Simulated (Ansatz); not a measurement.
Species: tribromoborane, BBr3 (charge 0, singlet). 
Geometry from a B3LYP-D3(BJ)/def2-TZVP (Ansatz, a first-principles code) optimisation:
SMILES: B(Br)(Br)Br
```xyz
4

B      0.0000     0.0000     0.0000
Br     1.6561    -0.9245     0.2018
Br    -1.5101    -0.8993    -0.7409
Br    -0.1460     1.8237     0.5390
```

Basis-set convergence of Hartree-Fock and CCSD(T) correlation energies (hartree) with Ansatz. Correlated levels leave the core frozen unless marked. Spin-orbit coupling is left out. Frozen are the shells of the preceding noble gas and the d and f shells that filled before the atom's block. Non-relativistic.

```
basis        functions        E(HF)  E(corr, CCSD(T))
-----------  ---------  -----------  ----------------
aug-cc-pVDZ        131  -7741.95644          -0.49752
aug-cc-pVTZ        223  -7742.18352          -0.65752
aug-cc-pVQZ        359  -7742.19296          -0.71012
```

Extrapolating the two largest sets (X = 3 and 4) as X^-3: E(corr) = (64·(-0.71012) - 27·(-0.65752))/37 = -0.7485 Eh, an estimate of the basis-set limit. The largest set recovers 94.9 % of it, the smallest 66.5 %.
